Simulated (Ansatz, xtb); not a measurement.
## C6H4BF: which of two isomers lies lower

We compare X, `C#CC1=CB(F)C=C1`, a singlet, with Y, `C#CC1=CC=CB1F`, a singlet. Both are isolated molecules in the gas phase, relaxed with PBE0-D3(BJ)/def2-SVP.

Energies in hartree; the thermal terms are from GFN2-xTB frequencies at re-optimised GFN2-xTB minima (ideal gas, soft modes damped towards free rotors, one conformer each, 298.15 K, 1 atm) and include the zero-point energy:

```
                              X           Y
E, CCSD(T)/def2-SVP  −354.451258  −354.451073
  zero-point energy     0.078221     0.078061
       H(298 K) − E     0.086665     0.086568
       G(298 K) − E     0.046341     0.046112
```

Question: Work out ΔE, ΔE₀, ΔH and ΔG for X → Y in kcal/mol (1 Eh = 627.51 kcal/mol) and the equilibrium ratio [Y]/[X].

Answer: 1. ΔE = −354.451073 − (−354.451258) = +0.000185 Eh = +0.12 kcal/mol.
2. ΔE₀ = ΔE + ΔZPE = +0.000185 + (−0.000160) Eh = +0.02 kcal/mol.
3. ΔH = ΔE + (−0.000097) Eh = +0.06 kcal/mol.
4. ΔG = ΔE + (−0.000229) Eh = −0.03 kcal/mol, so ΔS = (ΔH − ΔG)/T = +1.2 J/(mol K).
5. kT = 0.9442 mEh, so K = [Y]/[X] = exp(−ΔG/kT) = exp(+0.05) ≈ 1.

The two are too close for this level to say which is favoured. An error of 1 kcal/mol in ΔG would change K by a factor of 5.4. Mirror images and further conformers aren't counted.

As drawn, both hold the same kinds of bond in the same numbers.

Other levels gave ΔE = +0.5 (GFN2-xTB); −0.6 (HF/STO-3G, GFN2-xTB geometries); −0.7 (r2SCAN-D4/def2-SVP, GFN2-xTB geometries); −0.7 (PBE0-D3(BJ)/def2-SVP); −0.3 (HF/def2-SVP); +0.2 (MP2/def2-SVP) kcal/mol. The correlated steps freeze 8 core orbitals. Programs: Ansatz 0.2.0, xtb 6.7.1.
